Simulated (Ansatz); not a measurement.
Calculated with Ansatz (gas phase, PBE0-D4/def2-TZVP geometries, no zero-point term in ΔE). CCSD(T)/CBS is the MP2 limit (def2-TZVPP, def2-QZVPP) plus CCSD(T) − MP2 in def2-TZVPP, frozen cores. This one scheme is used for every species, atoms too. Functionals use def2-TZVPP. No spin–orbit coupling; open shells (•) take unrestricted orbitals. Spin–orbit coupling would lower the free atoms: a little for C, O; strongly for Sn. def2 core potentials past Kr. Bonds to Sn are less sure, by a few kJ/mol each and by 10 to 20 or more in all where they break to atoms, as the def2 sets lack core-valence functions. Each species was taken in one conformer, which may not be the lowest.

`C[O][SnH][NH2]`• → C• + 6 H• + N• + O• + Sn•  (atomization)

`C[O][SnH][NH2]`•:

Z-matrix (Å, degrees):
```
C
O 1 1.401
H 1 1.098 2 112.1
H 1 1.095 2 108.5 3 118.7
H 1 1.100 2 112.9 3 -122.2
Sn 2 1.976 1 122.2 3 80.0
N 6 2.037 2 97.2 1 153.6
H 6 1.752 2 105.2 1 41.9
H 7 1.013 6 115.5 2 154.7
H 7 1.015 6 111.2 2 31.2
```

CCSD(T)/CBS gives +3241.2 kJ/mol.

Q: Another level gave +3078.3 kJ/mol. Which?
A. PBE-D4/def2-TZVPP
B. SCS-MP2/def2-TZVPP
C. CCSD/def2-TZVPP
D. HF/def2-TZVPP

A: C. CCSD/def2-TZVPP 3078.3, PBE-D4 3305.8, HF/def2-TZVPP 2167.8, SCS-MP2/def2-TZVPP 3160.6 kJ/mol.

Largest T1 diagnostic among the species: 0.018.

From PBE to PBE0 (25 % exact exchange), in def2-TZVPP and without D4, ΔE moves by −89.9 kJ/mol: exact exchange takes away binding that semilocal exchange gives to molecules. In def2-TZVPP, CCSD(T) changes the Hartree–Fock value by +967.4 kJ/mol (the triples alone add +56.9 kJ/mol) and MP2 by +988.7 kJ/mol; breaking electron pairs costs correlation energy, which Hartree–Fock lacks. The D4 term adds +28.9 kJ/mol with B3LYP and +15.0 kJ/mol with PBE0; it sums over pairs of atoms, weighted by their polarisabilities, and B3LYP, whose exchange is more repulsive, gets the larger term.

B3LYP here is the variant with VWN-RPA as its local correlation; programs differ in this.

For atomizations the MP2-based limit and the directly extrapolated one differ by several kJ/mol either way, and by 10 to 25 for some Ge, Se and Sn compounds, so smaller differences from it don't rank the levels.
